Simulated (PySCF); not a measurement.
Input of a run (PBE0-D3(BJ)/def2-SVP geometry optimisation, gas phase (PySCF 2.14.0)), started from GFN2-xTB:
```
{"job": {"xc": "PBE0", "basis": "def2-SVP", "d3": "d3bj", "grid": 1, "maxiter": 40, "shake": 0.03, "kind": "geom"}, "charge": 0, "multiplicity": 1}
Ge     0.471760     1.793350     0.237980
H      0.451070     1.968870     1.731510
H      1.780480     1.932070    -0.303120
C     -0.685620     3.179750    -0.628060
H     -0.505320     4.172140    -0.407700
H     -1.817310     3.027520    -0.287400
H     -0.736510     3.050120    -1.697500
O     -0.283510     0.376690    -0.262170
C      0.002190    -0.969380     0.086980
C     -0.089720    -1.269870     1.560070
C     -1.048570    -1.843920    -0.696070
C      1.432840    -1.300810    -0.455310
H      0.013360    -2.283950     1.706440
H      0.611920    -0.657310     2.077280
H     -1.082000    -1.022840     1.897390
H     -2.023680    -1.548560    -0.352080
H     -0.830050    -2.860160    -0.567310
H     -0.994690    -1.602970    -1.769120
H      2.137210    -0.731950     0.081300
H      1.417550    -1.037060    -1.517400
H      1.591850    -2.355740    -0.365280
```

Output (energies in Eh, forces in Eh/bohr):
```
step   0  E = -2350.13762408  max force = 0.068330
step   1  E = -2350.17480222  max force = 0.011502
step   2  E = -2350.17623807  max force = 0.003735
step   3  E = -2350.17642916  max force = 0.001061
step   4  E = -2350.17645336  max force = 0.000663
step   5  E = -2350.17647191  max force = 0.000605
step   6  E = -2350.17647783  max force = 0.000380
optimisation converged
```

Summarise the run.

The energy falls by 102.0 kJ/mol over 7 energy and gradient evaluations, the largest force component goes from 0.0683 to 3.8e-04 Eh/bohr, and the atoms move by 0.096 Å rms after alignment. The bond that changes most is Ge1–H3 (ends: germanium bonded to C, O and 2 H; hydrogen on germanium), which lengthens by 0.123 Å. Bonds longer at the end by more than 0.005 Å: 14 of 20; shorter: 4. Among the angles that change most is H13–C10–H14, from 115.5° to 107.6°. The energy never rose by more than 1e-6 Eh on the way. The first step brought 96 % of the lowering.

What are the final bond lengths?

Ge1–H2 1.546 Å, Ge1–H3 1.546 Å, Ge1–C4 1.937 Å, Ge1–O8 1.786 Å, C4–H5 1.100 Å, C4–H6 1.099 Å, C4–H7 1.099 Å, O8–C9 1.420 Å, C9–C10 1.528 Å, C9–C11 1.525 Å, C9–C12 1.528 Å, C10–H13 1.100 Å, C10–H14 1.101 Å, C10–H15 1.100 Å, C11–H16 1.100 Å, C11–H17 1.100 Å, C11–H18 1.100 Å, C12–H19 1.101 Å, C12–H20 1.100 Å, C12–H21 1.100 Å. Numbering counts from 1 in the input's order; the species is `[H][Ge]([H])([CH3])[O]C(C)(C)C` (GeH2Me(OtBu)).

The run used 186 basis functions and 46 SCF cycles in all.

Stationary, but not proved a minimum. The numbers are those of one conformer.
